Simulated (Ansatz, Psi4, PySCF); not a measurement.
O2Zr (SMILES [O]=[Zr]=[O]), singlet, geometry from GFN2-xTB (such geometries of metal compounds can be far from the true shape) (core potentials on Zr). Base run: PySCF with B3LYP/def2-SVP.

Input for PySCF:
```python
from pyscf import gto, scf, dft

mol = gto.Mole()
mol.atom = '''
    Zr   -0.14735518   -0.16294999   -0.21094306
    O     1.44787434    0.60647650   -0.38052480
    O    -0.71109845    0.20827346    1.43524010
'''
mol.basis = 'def2-svp'
mol.ecp = {'Zr': 'def2-svp'}
mol.verbose = 4
mol.build()

mf = dft.RKS(mol)
mf.xc = 'b3lyp'
mf.kernel()
```

The same geometry, method and basis name were run in Ansatz (a program for electronic structure) and Psi4 and PySCF, at each program's defaults and at the settings that a row names. The base is PySCF at its defaults. Differences at the defaults can come from grids, fitting, cores and function types together.

```json
[
 {"code and settings": "PySCF, defaults (exact integrals, its default grid, spherical functions)", "ΔE vs base (mEh)": "0.000", "basis functions": "59", "E (Eh)": "-197.43135", "SCF cycles": "10", "dipole (D)": "7.79"},
 {"code and settings": "Psi4, defaults (density fitting with its default set, its default grid, spherical functions)", "ΔE vs base (mEh)": "-0.107", "basis functions": "59", "E (Eh)": "-197.43146", "SCF cycles": "11", "dipole (D)": "7.79"},
 {"code and settings": "Ansatz, defaults (factorised integrals, its default grid, spherical functions)", "ΔE vs base (mEh)": "0.000", "basis functions": "59", "E (Eh)": "-197.43135", "SCF cycles": "-", "dipole (D)": "-"},
 {"code and settings": "PySCF, density fitting with def2-universal-jkfit", "ΔE vs base (mEh)": "-0.015", "basis functions": "59", "E (Eh)": "-197.43136", "SCF cycles": "10", "dipole (D)": "7.79"},
 {"code and settings": "PySCF, fine grid", "ΔE vs base (mEh)": "-0.008", "basis functions": "59", "E (Eh)": "-197.43136", "SCF cycles": "11", "dipole (D)": "7.79"},
 {"code and settings": "Psi4, exact integrals, spherical functions, fine grid", "ΔE vs base (mEh)": "-0.006", "basis functions": "59", "E (Eh)": "-197.43135", "SCF cycles": "13", "dipole (D)": "7.79"},
 {"code and settings": "Ansatz, high accuracy", "ΔE vs base (mEh)": "-0.008", "basis functions": "59", "E (Eh)": "-197.43136", "SCF cycles": "-", "dipole (D)": "-"}
]
```
